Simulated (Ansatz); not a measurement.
`OC#C[SeH]`, charge 0, multiplicity 1.

Give a relaxed structure at PBE0-D4/def2-TZVP (Ansatz). (An estimate is asked.)

Ansatz gave: 
```xyz
6

O     0.839    1.887    0.170
C     0.232    0.738    0.154
C    -0.393   -0.288    0.081
Se   -1.398   -1.801    0.168
H     1.713    1.800    0.571
H    -0.993   -2.335   -1.145
```
